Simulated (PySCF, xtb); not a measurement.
CH4Zn, SMILES [CH3][ZnH].

GFN2-xTB (xtb) at its own geometry gives an orbital gap of 6.28 eV and a dipole moment of 0.82 D.

Geometry: PBE0-D3(BJ)/def2-TZVP.

Question: What does CAM-B3LYP/def2-TZVPD (PySCF) give? (An estimate is asked for; the answer gives what the named calculation found.)

Answer: gap 9.09 eV (levels -8.88 and 0.21 eV), dipole 0.47 D.
